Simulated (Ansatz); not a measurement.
Consider the cleavage of the P–Si bond: `CCO[SiH2]P` + `O[SiH3]` → `[SiH3]OP` + `CCO[SiH3]`.

Gas-phase electronic energies from Ansatz, PBE0-D4/def2-TZVP geometries. CCSD(T)/CBS adds triple-zeta CCSD(T) − MP2 to the extrapolated MP2 energy (def2 sets, frozen cores). DFT in def2-TZVPP. Each species was taken in one conformer, which may not be the lowest.

(1) Is it downhill or uphill in electronic energy at CCSD(T)/CBS, and by how much? (An estimate is asked.)

(2) What do these levels give: PBE-D4, r2SCAN-D4, ωB97X-V, ωB97M-V, B2PLYP, PBE, MP2/def2-TZVPP, CCSD/def2-TZVPP, HF/def2-QZVPP, MP2/def2-QZVPP, SCS-MP2/def2-QZVPP, HF/CBS(def2)? (An estimate is asked.)

Largest T1 diagnostic among the species: 0.012.

## Answers

(1) Computed: Uphill: ΔE = +0.38 eV.

(2) Ansatz gave: PBE-D4 0.51, r2SCAN-D4 0.44, ωB97X-V 0.34, ωB97M-V 0.34, B2PLYP 0.31, PBE 0.50, MP2/def2-TZVPP 0.38, CCSD/def2-TZVPP 0.33, HF/def2-QZVPP 0.08, MP2/def2-QZVPP 0.38, SCS-MP2/def2-QZVPP 0.28, HF/CBS(def2) 0.08 eV.

In def2-TZVPP, CCSD(T) changes the Hartree–Fock value by +0.26 eV (the triples alone add +0.04 eV) and MP2 by +0.27 eV.
